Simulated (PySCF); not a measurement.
Be(NMe2)(SeH) (C2H7BeNSe), SMILES [N](C)([Be][SeH])C.

Geometry optimised at ωB97X-D3(BJ)/def2-SVP. The structure was generated by enumeration; whether it is a known compound was not checked. One conformer was computed; it need not be the lowest.

The numbers are results of TDDFT-ωB97X/def2-SVPD run with PySCF, not measurements.

Vertical excitations. Isolated molecule, no solvent. State labels are in the subgroup Cs.

Computed lowest excited states:
```tsv
state	symmetry	energy (eV)	λ (nm)	f	main pairs
S1	A"	5.53	224	0.021	HOMO−1→LUMO 64 %, HOMO−1→LUMO+4 20 %, HOMO−1→LUMO+1 10 %
S2	A"	5.73	217	0.000	HOMO→LUMO+2 74 %, HOMO→LUMO+5 17 %
S3	A'	5.83	213	0.003	HOMO→LUMO 63 %, HOMO→LUMO+3 23 %
S4	A"	6.24	199	0.081	HOMO−1→LUMO+1 45 %, HOMO−1→LUMO 28 %, HOMO−1→LUMO+4 16 %
S5	A'	6.35	195	0.190	HOMO→LUMO+1 82 %
S6	A'	6.65	186	0.188	HOMO−1→LUMO+2 68 %, HOMO−1→LUMO+5 19 %
S7	A"	6.93	179	0.017	HOMO−1→LUMO+4 28 %, HOMO−1→LUMO+10 25 %, HOMO−1→LUMO+1 18 %, HOMO−1→LUMO+7 14 %
S8	A'	7.07	175	0.030	HOMO→LUMO+3 52 %, HOMO→LUMO 17 %, HOMO→LUMO+6 12 %
S9	A'	7.29	170	0.039	HOMO−2→LUMO 70 %, HOMO−2→LUMO+4 12 %
S10	A'	7.70	161	0.064	HOMO→LUMO+4 59 %, HOMO→LUMO+7 18 %
T1	A"	5.17	240	0	HOMO−1→LUMO 55 %, HOMO−1→LUMO+4 25 %, HOMO−1→LUMO+1 9 %
T2	A'	5.43	228	0	HOMO→LUMO+1 64 %, HOMO→LUMO+10 10 %
T3	A"	5.68	218	0	HOMO→LUMO+2 73 %, HOMO→LUMO+5 18 %
T4	A'	5.77	215	0	HOMO→LUMO 58 %, HOMO→LUMO+3 19 %
```
Triplets are in the Tamm–Dancoff approximation, which puts them higher than full response would, so one can lie above its singlet here.
